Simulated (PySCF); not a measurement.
Precursor series Zn H-SH. Gas-phase values, no solvent. One relaxed conformer stands for each flexible species; it need not be the lowest.

Computed with PySCF with PBE-D3(BJ)/def2-TZVP // PBE-D3(BJ)/def2-SVP. All candidates: neutral, multiplicity 1. 

```
Property          Value
-------------  --------
LUMO           -1.40 eV
HOMO–LUMO gap   5.45 eV
HOMO           -6.85 eV
```

Say which member has these values.
A) [Zn(SH)2]
B) [Zn(H)(SH)]
C) [Zn(H)2]

C, [Zn(H)2]. The others give [Zn(H)(SH)]: -1.50 eV, 4.60 eV, -6.10 eV; [Zn(SH)2]: -1.90 eV, 4.42 eV, -6.32 eV
